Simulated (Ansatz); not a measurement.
One elementary step

Start structure (CH$_{7}$FSn, closed shell), relaxed at PBE0-D4/def2-TZVP:

```
10
angstrom
Sn -0.9098 0.5832 -0.3493
C 0.0254 -1.3312 -0.2699
H -1.5722 0.9169 -1.8855
H -2.1013 0.7674 0.8565
H 0.2873 1.7993 -0.0637
H 1.5530 1.3314 0.9512
F 2.1498 0.9095 1.5268
H -0.7272 -2.1167 -0.3334
H 0.7228 -1.4352 -1.1006
H 0.5721 -1.4246 0.6678
```

The step: CH₆Sn ([CH3][SnH3]) + HF → SnH₃F ([F][SnH3]) + CH₄; bonds formed: Sn1–F7, C2–H6; bonds broken: Sn1–C2, H6–F7. Ansatz 0.2.0; basis: def2-TZVPP and def2-QZVPP; cores frozen in the correlated methods. Filled d shells of the heavier atoms are correlated. Core potentials replace the inner electrons of the atoms past krypton. The def2 sets are not built for correlating such inner shells, so the correlated values are less sure here. Extrapolation: Hartree–Fock as exp(−7.88 √X), correlation as X^−2.97. Energies below are by CCSD(T) at an estimated basis limit (MP2 extrapolated from triple and quadruple zeta, plus CCSD(T) − MP2 in triple zeta).

Task: What are the electronic barrier and the energy of the step, from the start structure to the end structure? (An estimate is asked for; the value comes from the calculation.)

Result: By the calculation: Barrier 135.1 kJ/mol; step energy -66.1 kJ/mol (downhill); reverse barrier, their difference, 201.2 kJ/mol. Barrier and step energy count from the start structure, the reverse barrier from the end structure.

The saddle point: One imaginary mode of 1071i cm⁻¹.
```
  pair  start (Å)  saddle (Å)  end (Å)
Sn1–F7       3.60        2.25     1.93
 C2–H6       3.30        1.34     1.09
Sn1–C2       2.13        2.43     4.24
 H6–F7       0.93        1.21     2.52
```

Zero-point energy (harmonic, PBE0-D4): ZPE is 177.6 kJ/mol at the start and 169.8 kJ/mol at the saddle, so the barrier goes from 135.1 to 127.4 kJ/mol.

T1 diagnostic: at most 0.014.

Labels in which every atom is bracketed show which atoms are joined, not bond orders.

For scale, one of the runs: CCSD(T)/def2-TZVPP, 210 basis functions, launched by `ansatz run in.yaml --threads 4 --pin off --events-out ev --progress --plain --max-ram 9574MiB`. The run took 110 s on 4 CPU threads of an Intel Xeon (shared host), with 3.3 GiB of host memory at its peak.
